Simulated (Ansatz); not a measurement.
Basis-set extrapolation for CH$_{4}$O$_{3}$Si, SMILES `O[Si]1(O)CO1` (PBE0-D4/def2-TZVP geometry, frozen core, Ansatz 0.2.0). Multiplicity 1, RHF reference.

|  | def2-TZVPP | def2-QZVPP |
| --- | --- | --- |
| HF | -553.943243 | -553.965844 |
| MP2 correlation | -0.993043 | -1.071745 |
| CCSD(T) correlation | -1.047588 | not run |

Energies in hartree. Use E(X) = E(∞) + A·exp(−7.88·√X) for Hartree–Fock and E(X) = E(∞) + B·X^(−2.97) for correlation, with X = 3 and 4, and add CCSD(T) minus MP2 of the smaller set to the MP2 limit.

What is the CCSD(T) energy at the basis-set limit?

HF limit: -553.965844 + (-0.022601) × 0.13774 = -553.96896. MP2 limit: -1.071745 + (-0.078702) × 0.74074 = -1.13004. Higher-order term: -1.047588 − (-0.993043) = -0.05454. Total: -555.15354 hartree, 102.1 kcal/mol below CCSD(T)/def2-TZVPP.
